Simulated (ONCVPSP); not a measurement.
Configuration tests for oxygen (O) (ONCV)

| Item | Value |
| --- | --- |
| Element | oxygen |
| Generator | ONCVPSP 4.0.1 |
| Type | optimised norm-conserving Vanderbilt (ONCV) |
| Functional | PBE |
| Relativity | scalar-relativistic |
| Frozen core | [He] |
| Valence charge | 6 |
| Reference configuration | 2s2 2p4 |
| Partial waves | 2s: rc 0.70 bohr, ncon 4, nbas 8, qcut 7.6 1/bohr, 2 projectors, debl 2.4 Ha; 2p: rc 2.20 bohr, ncon 3, nbas 7, qcut 5.1 1/bohr, 2 projectors, debl 3.3 Ha |
| Local potential | polynomial inside 0.50 bohr (lpopt 5, dvloc0 0 Ha) |
| Core correction | Teter function, fcfact 4.75, rcfact 1.45 |

Energies are relative to the spin-unpolarised reference configuration 2s2 2p4; without spin polarisation the order of configurations can differ from experiment.

```csv
valence configuration,charge,ΔE all-electron (eV),error AE − PS (meV)
2s2 2p3,+1,16.431,+212
2s2 2p2,+2,50.017,+1698
2s2 2p0,+4,180.790,+14095
```

Question: What are ΔE and the potential's error for 2s2 2p1?

Answer: ΔE = 103.885 eV all-electron; the error (AE − PS) is +5850 meV.

These tests converged, but a pseudo level misses the all-electron one widely, so the file describes the atom poorly there or has found another state: 2s2 2p1: 2p by 6.0 eV.

Note: ghosts flagged at negative energy: p at -56.0 eV; no localised positive-energy state flagged. A true bound ghost makes a file unfit for plane-wave use.
